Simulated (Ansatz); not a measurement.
This geometry of AlF₂H₄NO (9 atoms, charge 0, multiplicity 1) is a first-order saddle point.

The calculation used RKS B3LYP-D4/6-31G* (Ansatz 0.2.0).

```xyz
9
Properties=species:S:1:pos:R:3
Al -0.675 0.321 -0.547
N 1.171 0.061 -0.213
F -1.286 -0.345 -1.934
F -1.276 1.782 -0.035
H 0.393 -0.682 0.781
O -0.724 -0.895 0.916
H 1.734 -0.491 -0.855
H 1.733 0.841 0.118
H -1.071 -0.592 1.770
```

Task: Which two structures does it join? (They come from a converged band through this point; their orientation in space is the band's.)

Result: Bonds broken: H5–O6. Bonds formed: N2–H5.

Image 0:

```xyz
9
Properties=species:S:1:pos:R:3
Al -0.529 0.325 -0.567
N 1.271 0.136 -0.332
F -1.249 -0.366 -1.892
F -1.244 1.682 0.085
H 0.168 -0.937 1.113
O -0.810 -0.919 0.951
H 1.813 -0.378 -1.020
H 1.818 0.943 -0.047
H -1.238 -0.486 1.711
```

Image 8:

```xyz
9
Properties=species:S:1:pos:R:3
Al -0.780 0.233 -0.231
N 1.223 0.000 -0.170
F -1.160 -0.386 -1.734
F -0.944 1.891 -0.121
H 1.419 -0.620 0.618
O -1.079 -0.731 1.170
H 1.589 -0.426 -1.023
H 1.705 0.886 -0.017
H -1.974 -0.848 1.508
```

Task: How far does it lie above each of them?

Result: 0.095 eV above the first and 1.105 eV above the second. This is the barrier of this one path; another mechanism may lie lower. The orbitals stay closed-shell, which can raise the energy where a bond breaks towards radicals; this wasn't checked here.

Time of the run: 2.4 min on 2 threads of Intel(R) Xeon(R) Platinum 8488C (Sapphire Rapids), with other jobs on the host, peak memory 0.2 GiB.
